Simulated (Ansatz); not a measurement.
C3H2, SMILES `[C]1C=C1` (charge 0, multiplicity 1).

Calculation: Ansatz (a first-principles code) with frozen-core CCSDT(Q)/cc-pVDZ // PBE0-D3(BJ)/def2-TZVP.

Ansatz 0.2 input:
```yaml
crystal:
  periodic: [false, false, false]
  atoms:
    - { symbol: C, position_ang: [-0.020542, 1.213279, 0.065228] }
    - { symbol: C, position_ang: [-0.617668, -0.044034, -0.169878] }
    - { symbol: C, position_ang: [0.618837, -0.024978, 0.290148] }
    - { symbol: H, position_ang: [-1.485633, -0.595179, -0.498375] }
    - { symbol: H, position_ang: [1.505007, -0.549087, 0.614256] }
basis:
  gaussian: { orbitals: cc-pVDZ }
correlation:
  method: ccsdt_q
```

Output:

```
Functional definition: HF
968 factors; integrals over basis functions are off by at most 1.3e-7 eV
mean field evaluation 1: about -3117.9945 eV, gradient 1.9e1 eV
mean field evaluation 2: about -3117.9973 eV, gradient 1.9e1 eV
mean field evaluation 4: about -3119.2684 eV, gradient 2.3e0 eV
mean field evaluation 8: about -3119.2892 eV, gradient 2.6e-4 eV
mean field evaluation 16: about -3119.2868 eV, gradient 1.7e-1 eV
mean field -3119.28924701 eV, -114.6317654976 hartree, gradient 2.1e-6 eV, S^2 0.000000; 0 other end points of the search recorded, 0 dependent functions left out
3 core orbitals not correlated
reference -3119.28924701 eV, -114.6317654976 hartree; 7, 7 occupied and 42, 42 virtual orbitals, 968 factors
second order -9.57077429 eV of doubles, -0.00000000 eV of singles
cycle   1  -9.91009392 eV  change   -3.4e-1 eV  update   8.9e-2
cycle   2  -10.46800625 eV  change   -5.6e-1 eV  update   4.0e-2
cycle   3  -10.72720445 eV  change   -2.6e-1 eV  update   1.7e-2
cycle   4  -10.69844187 eV  change    2.9e-2 eV  update   5.2e-3
cycle   5  -10.69740254 eV  change    1.0e-3 eV  update   2.8e-3
cycle   6  -10.70330101 eV  change   -5.9e-3 eV  update   1.1e-3
cycle   7  -10.70311783 eV  change    1.8e-4 eV  update   5.2e-4
cycle   8  -10.70218809 eV  change    9.3e-4 eV  update   2.1e-4
cycle   9  -10.70216506 eV  change    2.3e-5 eV  update   9.6e-5
cycle  10  -10.70220331 eV  change   -3.8e-5 eV  update   3.4e-5
cycle  11  -10.70216155 eV  change    4.2e-5 eV  update   1.7e-5
cycle  12  -10.70219478 eV  change   -3.3e-5 eV  update   8.0e-6
cycle  13  -10.70220275 eV  change   -8.0e-6 eV  update   3.2e-6
cycle  14  -10.70220311 eV  change   -3.7e-7 eV  update   1.3e-6
perturbative correction -0.03072626 eV, -0.0011291692 hartree
Total energy: -3130.02217639 eV, -115.0261933770 hartree
```
